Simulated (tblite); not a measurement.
Parent: `[CH3:1][O:2][C:3](=[O:4])[C@H:5]([CH3:6])[O:7][SiH3:8]` with C1–O2–C3–O4 -1°, O2–C3–C5–C6 -74°, C3–C5–O7–Si8 24°, C4H10O3Si.

Computed geometry: GFN2-xTB, gas phase. One conformer each, not checked by frequencies here.

```json
{"coordinate of the parent": "C1–O2", "value": "1.426 Å"}
{"coordinate of the parent": "O2–C3", "value": "1.329 Å"}
{"coordinate of the parent": "C3=O4", "value": "1.203 Å"}
{"coordinate of the parent": "C3–C5", "value": "1.518 Å"}
{"coordinate of the parent": "C5–C6", "value": "1.535 Å"}
{"coordinate of the parent": "C5–O7", "value": "1.378 Å"}
{"coordinate of the parent": "O7–Si8", "value": "1.633 Å"}
{"coordinate of the parent": "C1–O2–C3", "value": "116.1°"}
{"coordinate of the parent": "O2–C3–O4", "value": "124.3°"}
{"coordinate of the parent": "O2–C3–C5", "value": "112.1°"}
{"coordinate of the parent": "O4–C3–C5", "value": "123.6°"}
{"coordinate of the parent": "C3–C5–C6", "value": "107.9°"}
{"coordinate of the parent": "C3–C5–O7", "value": "111.4°"}
{"coordinate of the parent": "C6–C5–O7", "value": "111.0°"}
{"coordinate of the parent": "C5–O7–Si8", "value": "130.4°"}
```

Problem. How does the shared frame change in `[CH2:1]=[CH:2][CH2:3][O:4][C:5](=[O:6])[C@@H:7]([CH3:8])[O:9][SiH3:10]` with C1–C2–C3–O4 -2°, C2–C3–O4–C5 -148°, C3–O4–C5–O6 0°, O4–C5–C7–C8 73°, C5–C7–O9–Si10 -24°, C6H12O3Si? Atoms pair as C1 = C3, O2 = O4, C3 = C5, O4 = O6, C5 = C7, C6 = C8, O7 = O9, Si8 = Si10 (parent first).

Solution. 
```
   parent    relative  value in the relative  change
    C1–O2       C3–O4                1.431 Å  +0.005
    O2–C3       O4–C5                1.325 Å  -0.004
    C3=O4       C5=O6                1.204 Å  +0.001
    C3–C5       C5–C7                1.520 Å  +0.002
    C5–C6       C7–C8                1.535 Å   0.000
    C5–O7       C7–O9                1.377 Å  -0.001
   O7–Si8     O9–Si10                1.633 Å   0.000
 C1–O2–C3    C3–O4–C5                 117.4°    +1.3
 O2–C3–O4    O4–C5–O6                 124.9°    +0.6
 O2–C3–C5    O4–C5–C7                 111.7°    -0.4
 O4–C3–C5    O6–C5–C7                 123.3°    -0.3
 C3–C5–C6    C5–C7–C8                 108.1°    +0.2
 C3–C5–O7    C5–C7–O9                 111.5°    +0.1
 C6–C5–O7    C8–C7–O9                 111.1°    +0.1
C5–O7–Si8  C7–O9–Si10                 130.4°     0.0
```

Of the parent's bonds, C1–O2 and O2–C3 change most and about equally (-0.004 to +0.005 Å). Bonds of the relative outside the shared frame: C1=C2 1.319, C2–C3 1.496 Å. Point group C1 → C1.

Problem. How does the shared frame change in `[CH2:1]=[CH:2][CH2:3][O:4][C@H:5]([CH3:6])[C:7](=[O:8])[O:9][CH3:10]` with C1–C2–C3–O4 -136°, C2–C3–O4–C5 66°, C3–O4–C5–C6 -170°, O4–C5–C7–O8 7°, C5–C7–O9–C10 -178°, C7H12O3? Atoms pair as C1 = C10, O2 = O9, C3 = C7, O4 = O8, C5 = C5, C6 = C6, O7 = O4 (parent first).

Solution. 
```tsv
parent	relative	value in the relative	change
C1–O2	C10–O9	1.422 Å	-0.004
O2–C3	O9–C7	1.340 Å	+0.011
C3=O4	C7=O8	1.200 Å	-0.003
C3–C5	C7–C5	1.529 Å	+0.011
C5–C6	C5–C6	1.529 Å	-0.006
C5–O7	C5–O4	1.406 Å	+0.028
C1–O2–C3	C10–O9–C7	116.1°	0.0
O2–C3–O4	O9–C7–O8	123.7°	-0.6
O2–C3–C5	O9–C7–C5	110.1°	-2.0
O4–C3–C5	O8–C7–C5	126.2°	+2.6
C3–C5–C6	C7–C5–C6	108.7°	+0.8
C3–C5–O7	C7–C5–O4	112.4°	+1.0
C6–C5–O7	C6–C5–O4	107.7°	-3.3
```

Of the parent's bonds, C5–O7 changes most (+0.028 Å). Bonds of the relative outside the shared frame: C1=C2 1.319, C2–C3 1.501, C3–O4 1.417 Å. Point group C1 → C1.

Problem. How does the shared frame change in `[CH3:1][O:2][C:3](=[O:4])[C@H:5]([CH3:6])[OH:7]` with C1–O2–C3–O4 0°, O2–C3–C5–C6 -71°, C3–C5–O7–H 23°, C4H8O3? Atoms pair as C1 = C1, O2 = O2, C3 = C3, O4 = O4, C5 = C5, C6 = C6, O7 = O7 (parent first).

Solution. 
| parent | relative | value in the relative | change |
| --- | --- | --- | --- |
| C1–O2 | C1–O2 | 1.424 Å | -0.002 |
| O2–C3 | O2–C3 | 1.328 Å | -0.001 |
| C3=O4 | C3=O4 | 1.206 Å | +0.003 |
| C3–C5 | C3–C5 | 1.523 Å | +0.005 |
| C5–C6 | C5–C6 | 1.537 Å | +0.002 |
| C5–O7 | C5–O7 | 1.400 Å | +0.022 |
| C1–O2–C3 | C1–O2–C3 | 116.5° | +0.4 |
| O2–C3–O4 | O2–C3–O4 | 125.0° | +0.7 |
| O2–C3–C5 | O2–C3–C5 | 112.6° | +0.5 |
| O4–C3–C5 | O4–C3–C5 | 122.4° | -1.2 |
| C3–C5–C6 | C3–C5–C6 | 108.2° | +0.3 |
| C3–C5–O7 | C3–C5–O7 | 109.6° | -1.8 |
| C6–C5–O7 | C6–C5–O7 | 112.0° | +1.0 |

Of the parent's bonds, C5–O7 changes most (+0.022 Å). Point group C1 → C1.
